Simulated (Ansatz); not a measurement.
Species: sum formula FeOFH (charge 0, quintet). The spin state was set by rule; other spins were not relaxed. 
Geometry from a B3LYP-D3(BJ)/def2-TZVP (Ansatz, a program for electronic structure) optimisation:
```xyz
4

Fe     0.0098     0.0069    -0.0118
F      1.1358     0.9823    -0.9668
O     -1.1322    -1.0074     0.8995
H     -1.4195    -0.9617     1.8124
```
Charge 0, spin multiplicity 5.

Wanted: vertical ionisation energy (to the sextet state of charge +1; each state is the SCF solution reached for its spin; for the sextet T1 is 0.050), in eV. Valence correlation only, unless marked. Open shells are spin-unrestricted. No spin-orbit coupling. Frozen are the shells of the preceding noble gas and the d and f shells that filled before the atom's block. Non-relativistic. CBS(X,Y): correlation extrapolated as X^-3; Hartree-Fock from the larger set. The bracket is a focal-point correction in the basis named.

| level | program | vertical ionisation energy (eV) | minus last row |
|---|---|---|---|
| PBE/def2-TZVPD | Ansatz | 9.76 | -0.35 |
| CAM-B3LYP/def2-TZVPD | Ansatz | 10.47 | 0.36 |
| B2PLYP/def2-TZVPD | Ansatz | 10.08 | -0.03 |
| MP2/def2-SVPD | Ansatz | 10.15 | 0.04 |
| RI-MP2/def2-TZVPPD | Ansatz | 10.39 | 0.28 |
| RI-MP2/CBS(def2-TZVPPD,def2-QZVPPD) | Ansatz | 10.51 | 0.40 |
| SCS-MP2/def2-TZVPPD | Ansatz | 10.54 | 0.43 |
| CCSD/def2-SVPD | Ansatz | 9.97 | -0.14 |
| RI-MP2/CBS(def2-TZVPPD,def2-QZVPPD)+[CCSD(T)-MP2]/def2-SVPD | Ansatz | 10.17 | 0.06 |
| RI-MP2/CBS(def2-TZVPPD,def2-QZVPPD)+[CCSD(T)-MP2]/def2-TZVPPD | Ansatz | 10.11 | 0.00 |
